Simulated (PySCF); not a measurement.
# Polarisability and C₆ of Ir (iridium, neutral)

[Xe] 4f14 5d7 6s2, high-spin 4F determinant. Computed with PySCF 2.14 in ANO-RCC-VTZP (8s7p5d3f1g, 84 functions), with the spin-free X2C one-electron Hamiltonian (Gaussian nucleus). Coupled (time-dependent) response in atomic units; α is the mean over directions. The basis has no added diffuse functions, which lowers α and C₆.

| method | mean α (bohr³) | C₆ (like pair) | S(−4) |
| --- | --- | --- | --- |
| M06-L | 41.41 | 444.6 | 519.3 |

S(−4) is the Cauchy moment in α(ω) = α(0) + S(−4) ω² + …

Reference α: 54 ± 7 bohr³ (recommended; Schwerdtfeger and Nagle, table of static dipole polarizabilities (2023 update)). Published C₆: 522.0 (Gould and Bucko (2016)).

Spin-orbit coupling is absent.

α(iu) at M06-L:

```json
{"u (hartree)": "0", "α(iu) (bohr³)": "41.41"}
{"u (hartree)": "0.0500", "α(iu) (bohr³)": "40.17"}
{"u (hartree)": "0.100", "α(iu) (bohr³)": "36.94"}
{"u (hartree)": "0.200", "α(iu) (bohr³)": "28.62"}
{"u (hartree)": "0.300", "α(iu) (bohr³)": "21.69"}
{"u (hartree)": "0.500", "α(iu) (bohr³)": "13.67"}
{"u (hartree)": "0.750", "α(iu) (bohr³)": "9.122"}
{"u (hartree)": "1.00", "α(iu) (bohr³)": "6.754"}
{"u (hartree)": "1.50", "α(iu) (bohr³)": "4.244"}
{"u (hartree)": "2.00", "α(iu) (bohr³)": "2.924"}
{"u (hartree)": "3.00", "α(iu) (bohr³)": "1.624"}
{"u (hartree)": "5.00", "α(iu) (bohr³)": "0.7117"}
```

Spin-orbit coupling, absent here, splits the open shell strongly.
